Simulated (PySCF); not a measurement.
UHF on O³⁺ (oxygen, charge +3)

Configuration: [He] 2s2 2p1, 2P determinant. Computed with PySCF 2.14 in cc-pVTZ-DK (4s3p2d1f, 30 functions), with scalar relativity by spin-free X2C-1e.

```
Total energy                                                  : -71.147508 hartree
One-electron energy                                           : -86.2103 hartree
Hartree (Coulomb) energy                                      : 21.7538 hartree
Exchange energy                                               : -6.6910 hartree
⟨S²⟩                                                          : 0.7529
⟨L²⟩                                                          : 2.007
Sum of ⟨r⟩                                                    : 3.270 bohr
Sum of ⟨r²⟩                                                   : 3.396 bohr²
Traceless quadrupole moment −½Σ⟨3z² − r²⟩ along its main axis : -0.411 e·bohr²
Langevin diamagnetic susceptibility                           : -2.69 ×10⁻⁶ cm³/mol
Time after the integrals                                      : 0.15 s of wall time on 1 thread of Neoverse-V1 (shared host)
```

```json
{"shell": "1s α", "electrons": "1", "mean orbital energy (eV)": "-636.48", "rms radius, mean of both spins (bohr)": "0.229"}
{"shell": "1s β", "electrons": "1", "mean orbital energy (eV)": "-634.79", "rms radius, mean of both spins (bohr)": "0.229"}
{"shell": "2s α", "electrons": "1", "mean orbital energy (eV)": "-91.161", "rms radius, mean of both spins (bohr)": "1.07"}
{"shell": "2s β", "electrons": "1", "mean orbital energy (eV)": "-85.723", "rms radius, mean of both spins (bohr)": "1.07"}
{"shell": "2p α", "electrons": "1", "mean orbital energy (eV)": "-77.993", "rms radius, mean of both spins (bohr)": "1.01"}
```
